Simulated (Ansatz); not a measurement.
```yaml
crystal:
  periodic: [false, false, false]
  atoms:
    - {symbol: S, position_ang: [-2.128908, -0.717401, 0.172294]}
    - {symbol: C, position_ang: [-0.637142, -0.205599, 0.043221]}
    - {symbol: B, position_ang: [0.677124, 0.461341, -0.102017]}
    - {symbol: O, position_ang: [0.615588, -0.883303, 0.097039]}
    - {symbol: H, position_ang: [1.523237, 1.271262, -0.251937]}
basis:
  gaussian: {orbitals: STO-3G}
magnetization: {spin_polarized: true, initial_magnetization: 2}
hamiltonian: {xc: {name: HF}}
correlation: {active_space: {window: {electrons: 2, orbitals: 1}}}
accuracy: high
output: {forces: true}
```

```sh
$ ansatz run in.yaml --threads 2 --pin off --events-out ev --progress --plain --max-ram 4352MiB
```

Task: How does Ansatz answer? (Best estimate.)

Result: Ansatz gave: The program refused the input.
```
Error: invalid value for `correlation.active_space`: it starts from restricted Hartree–Fock orbitals; set hamiltonian.xc: hf without magnetization.spin_polarized
```
